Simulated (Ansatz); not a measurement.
Reaction (ligand exchange at the Si–C bond): `C[SiH2][Al]1[O][GaH]1` + H–F → `F[SiH2][Al]1[O][GaH]1` + CH₄

Program: Ansatz. Geometries: PBE0-D4/def2-TZVP. ΔE: electronic, gas phase. CCSD(T)/CBS is the MP2 limit (def2-TZVPP, def2-QZVPP) plus CCSD(T) − MP2 in def2-TZVPP, frozen cores. This one scheme is used for every species. Functionals use def2-TZVPP. For Ga outer-core shells are correlated without core-valence functions, which leaves a few kJ/mol of doubt a bond. Scalar relativity is left out up to krypton. One conformer a species, not always the lowest.

(1) Is it downhill or uphill in electronic energy at CCSD(T)/CBS, and by how much? (An estimate is asked.)

(2) What do these levels give: PBE0-D4, ωB97X-V, PBE-QIDH, r2SCANh, CAM-B3LYP, CCSD/def2-TZVPP? (Estimate.)

Largest T1 diagnostic among the species: 0.017.

Results:

(1) Computed: Downhill: ΔE = -120.8 kJ/mol.

(2) Ansatz gave: PBE0-D4 -114.6, ωB97X-V -126.8, PBE-QIDH -119.0, r2SCANh -126.4, CAM-B3LYP -137.7, CCSD/def2-TZVPP -124.5 kJ/mol.

Leaving LDA and LC-ωPBE aside and taking each functional with its dispersion term where it has one, the values, not all of them listed here, spread over 23.0 kJ/mol, from BHLYP-D4 to revPBE-D4. LDA lies +7.0 kJ/mol from PBE without D4. The D4 term adds +6.3 kJ/mol with B3LYP and +3.5 kJ/mol with PBE0; it sums over pairs of atoms, weighted by their polarisabilities, and B3LYP, whose exchange is more repulsive, gets the larger term.

B3LYP here is the variant with VWN-RPA as its local correlation; programs differ in this.
